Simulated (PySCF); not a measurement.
XPS shifts beside NMR shieldings

Compound: C6H4O.
Atom-mapped SMILES: `[CH:1]#[C:2][c:3]1[cH:4][cH:5][cH:6][o:7]1`

Binding energies: delta-SCF UKS SCAN, pcX-2 on the ionised atom, pcseg-1 elsewhere, spin-free X2C in PySCF. Shieldings: GIAO KT2/pcSseg-2, non-relativistic, same geometry.

```
atom  C 1s (eV)
  C1     290.18
  C2     290.87
  C3     292.37
  C4     290.52
  C5     290.63
  C6     291.68
```

Question: What are the absolute isotropic shieldings of these atoms?

Answer: 
```csv
atom,environment,C 1s (eV),isotropic shielding (ppm)
C1,terminal alkyne carbon,290.18,99.6
C4,aromatic CH carbon,290.52,65.5
C5,aromatic CH carbon,290.63,72.3
C2,alkyne carbon,290.87,108.3
C6,aromatic CH next to a ring oxygen,291.68,40.9
C3,substituted aromatic carbon,292.37,46.6
```

Question: Among the listed atoms, is the one with the highest binding energy also the least shielded?

Answer: No. The highest binding energy is at C3 (292.37 eV, shielding 46.6 ppm), the lowest shielding at C6 (40.9 ppm, 291.68 eV).

Over these 6 sites the two quantities correlate at r = -0.72. By binding energy: C1 < C4 < C5 < C2 < C6 < C3. By shielding: C6 < C3 < C4 < C5 < C1 < C2.

Spin contamination (⟨S²⟩ against 0.75 for a pure doublet) is marked for C 1s of C1 (0.85) and C 1s of C2 (0.89), which makes these values less certain. Geometry: PBE0-D3(BJ)/def2-SVP; no solvent, vibrations or thermal averaging.
